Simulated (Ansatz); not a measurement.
Ansatz (an electronic-structure program) input (PBE0/def2-QZVPP):
A basis named .json is the Basis Set Exchange file of that set.

Ansatz 0.2 input:
```yaml
crystal:
  periodic: [false, false, false]
  atoms:
    - {symbol: Re, position_ang: [0.27552194, -0.05225755, 0.10133417]}
    - {symbol: O, position_ang: [1.50338721, -0.64628622, -0.90915422]}
    - {symbol: O, position_ang: [0.70211389, 0.22797436, 1.72031514]}
    - {symbol: Cl, position_ang: [-0.68553050, 1.78645856, -0.80287211]}
    - {symbol: Cl, position_ang: [-1.56789032, -1.35905789, -0.02591320]}
basis:
  gaussian:
    orbitals: def2-QZVPP.json
hamiltonian:
  xc: {name: PBE0}
magnetization: {spin_polarized: true, initial_magnetization: 1}
```

End of the output:

```
integrals: 0.42 GiB planned
1567 factors; their error is unknown
mean field: 3.93 GiB planned
mean field evaluation 1: about -31250.8128 eV, gradient 6.5e1 eV
mean field evaluation 2: about -31064.7948 eV, gradient 2.2e2 eV
mean field evaluation 4: about -31264.5757 eV, gradient 7.3e0 eV
mean field evaluation 8: about -31264.7640 eV, gradient 1.0e-1 eV
mean field evaluation 16: about -31264.8088 eV, gradient 6.1e-3 eV
mean field -31264.80880747 eV, -1148.9605316260 hartree, gradient 1.8e-5 eV, S^2 0.755843; 0 other end points of the search recorded, 0 dependent functions left out
reference -31264.80883965 eV, -1148.9605328086 hartree; 33, 32 occupied and 309, 310 virtual orbitals, 1567 factors
Total energy: -31264.80883965 eV, -1148.9605328086 hartree
```

The spin state was set by rule; other spins were not relaxed.
